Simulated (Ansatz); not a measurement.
Program: Ansatz. Geometries: PBE0-D4/def2-TZVP. ΔE: electronic, gas phase. CBS: MP2 limit from def2 TZ/QZ plus the TZ coupled-cluster correction, frozen cores. For Se outer-core shells are correlated without core-valence functions, which leaves a few kJ/mol of doubt a bond. Scalar relativity is left out up to krypton. One conformer a species, not always the lowest.

Reaction (redistribution): `C[Se]C(F)(F)F` + `CO[SiH2]C` → dimethyl selenide + `C[SiH2]OC(F)(F)F`

```
           level  ΔE (kJ/mol)
CCSD(T)/def2-SVP       -103.9
 CCSD/def2-TZVPP        -93.2
```

Task: What does CCSD(T)/CBS give? (Best estimate.)

Result: The calculation gave: -86.7 kJ/mol. The listed levels differ from it by -17.2, -6.5 kJ/mol.

Largest T1 diagnostic among the species: 0.011.

At CCSD(T), def2-SVP lies −17.2 kJ/mol from the extrapolated value and def2-TZVPP −4.1 kJ/mol. From BLYP to BHLYP (50 % exact exchange), in def2-TZVPP and without D4, ΔE moves by −20.6 kJ/mol. In def2-TZVPP, CCSD(T) changes the Hartree–Fock value by +13.5 kJ/mol (the triples alone add +2.4 kJ/mol) and MP2 by +11.0 kJ/mol.
